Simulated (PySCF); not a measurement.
Gas-phase reaction: 2 TiCl4.H2O + 2 TiCl2(OH)2 → 4 TiCl3OH + O2 + 2 H2

Computed with PySCF (xtb for GFN2) and rigid-rotor harmonic-oscillator thermochemistry at 1 bar. † marks an energy on the PBE0/def2-TZVP geometry and frequencies; other levels use their own. MP2 and CCSD(T) freeze the core. Open shells (unrestricted): O2 (multiplicity 3); the rest are closed-shell singlets. GFN2 has no spin-polarisation term. Adducts (TiCl4.H2O) have no counterpoise correction, and HF, PBE, BLYP, B3LYP and PBE0 lack dispersion. TiCl4.H2O, TiCl2(OH)2, TiCl3OH: computed as isolated molecules; such fragments, hydroxides, amides, oligomers or adducts are transient or little studied in the gas. MP2 isn't extrapolated to the basis-set limit; its ΔH°(298 K) is 519.1 kJ in def2-SVP and 544.8 kJ in def2-TZVPP. CCSD(T) isn't extrapolated to the basis-set limit. The harmonic model lacks anharmonicity and excited electronic states, which grow with temperature; levels with a mode under 35 cm⁻¹ are left out. Soft modes under 120 cm⁻¹ make the harmonic entropy rough for TiCl4.H2O, TiCl2(OH)2, TiCl3OH. Warning, large T1 diagnostic: TiCl2(OH)2, TiCl3OH, TiCl4.H2O (CCSD(T)/def2-SVP†). Warning, point group unlike the PBE0 one: TiCl2(OH)2, TiCl3OH (GFN2-xTB).

| level | ΔE electronic, kJ | ΔH°(298 K), kJ | ΔS°(298 K), J/K | ΔG°(1600 K), kJ |
|---|---|---|---|---|
| BLYP/def2-TZVP† | 465 | 406 | 393 | -210 |
| CCSD(T)/def2-SVP† | 560 | 502 | 393 | -115 |
| GFN2-xTB | 877 | 826 | 318 | 338 |
| M06-2X/def2-TZVP† | 586 | 528 | 393 | -89 |
| MP2/def2-SVP† | 577 | 519 | 393 | -98 |
| PBE/def2-TZVP† | 512 | 454 | 393 | -163 |
| PBE0/def2-QZVP† | 555 | 497 | 393 | -120 |
| PBE0/def2-SVP† | 561 | 503 | 393 | -114 |
ΔH° is lowest at BLYP/def2-TZVP† and highest at GFN2-xTB. No reference value is set beside these.
